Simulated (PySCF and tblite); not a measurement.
Values are calculated unless marked as measured or tabulated.
# Conformers and averaged properties: C₄H₃GeN₃, numbered as in [N:1]#[C:2][CH2:3][GeH:4]([C:5]#[N:6])[C:7]#[N:8]

Conformers came from 60 starts (ETKDG, UFF, GFN2-xTB); geometries are GFN2-xTB. Energies: CAM-B3LYP-D3(BJ)/pcSseg-1 (IEF-PCM, acetone), with GFN2-xTB thermal terms (modes under about 100 cm⁻¹ blended into free rotors). Symmetry numbers and mirror images are counted. Conformers within 3 kcal/mol (GFN2-xTB free energy) were kept, 3 at most. GIAO shieldings: CAM-B3LYP/pcSseg-1 (IEF-PCM, acetone). TDDFT excitations: CAM-B3LYP/def2-SVPD (IEF-PCM, acetone). Shifts are against TMS (¹H), TMS (¹³C) at the same level. Codes: tblite and PySCF.

Torsions listed: C2–C3–Ge4–C5. Of a mirror pair one member is shown.

```json
{"conformer": "1", "shape": "-68°", "symmetry": "C1 (pair)", "E(GFN2) kcal/mol": "0.00", "E(DFT) kcal/mol": "0.00", "G(298.15 K) kcal/mol": "0.00", "weight %": "67.9", "dipole D": "4.40"}
{"conformer": "2", "shape": "58°", "symmetry": "Cs", "E(GFN2) kcal/mol": "0.49", "E(DFT) kcal/mol": "0.00", "G(298.15 K) kcal/mol": "0.45", "weight %": "32.1", "dipole D": "9.04"}
```

Weights (%) against temperature:

| T (K) | 1 | 2 | S(mix) cal/mol/K |
| --- | --- | --- | --- |
| 220 | 67.9 | 32.1 | 2.18 |
| 260 | 67.9 | 32.1 | 2.18 |
| 298.15 | 67.9 | 32.1 | 2.18 |
| 340 | 68.0 | 32.0 | 2.18 |
| 380 | 68.0 | 32.0 | 2.18 |

Averaged shifts at 298.15 K. ¹H: 5.55 (H4, 1H), 2.84 (H3, 2H) ppm. ¹³C: 127.1 (C2), 125.0 (C5/C7), 3.9 (C3) ppm.

Coordinates of conformer 1 (Å):

```xyz
11

N    -3.161    0.002    0.391
C    -2.140   -0.440    0.130
C    -0.838   -0.962   -0.167
Ge    0.554    0.328    0.452
C     0.509    1.921   -0.618
N     0.488    2.864   -1.264
C     2.282   -0.452    0.124
N     3.299   -0.937   -0.073
H    -0.742   -1.119   -1.246
H    -0.705   -1.920    0.342
H     0.461    0.718    1.902
```

Spin–orbit effects of the heavy atoms on shieldings are missing. Shifts are unscaled: against experiment ¹³C can be off by 15 ppm or more and ¹H by 0.8 ppm.

Search and properties took 2.1 min on 1 thread of Intel Xeon Platinum 8488C, shared host (rough), launched as `OMP_NUM_THREADS=1 python ens_run.py task.json out`.
